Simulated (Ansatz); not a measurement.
Species: TeBr2, net charge -1, doublet state. 
Coordinates optimised at B3LYP-D3(BJ)/def2-TZVP (Ansatz, a first-principles code):
```xyz
3

Te     0.0062     0.0039     0.1117
Br     1.2611    -2.4623    -0.0675
Br    -1.2703     2.4565    -0.0984
```
Charge -1, spin multiplicity 2.

Basis-set convergence of Hartree-Fock and MP2 correlation energies (hartree) with Ansatz. Valence correlation only, unless marked. Open shells are spin-unrestricted. No spin-orbit coupling. The frozen core is the preceding noble-gas configuration, with the filled d and f shells of earlier blocks. In def2 rows, elements after Kr have scalar-relativistic effective core potentials. This anion needs diffuse functions, which these sets lack.

| basis | functions | E(HF) | E(corr, MP2) |
|---|---|---|---|
| def2-SVP | 90 | -5411.31689 | -0.32530 |
| def2-TZVPP | 146 | … | … |

Task: What belongs in the gaps?

Result: 
- def2-TZVPP, E(HF): -5411.96540
- def2-TZVPP, E(corr, MP2): -0.44662
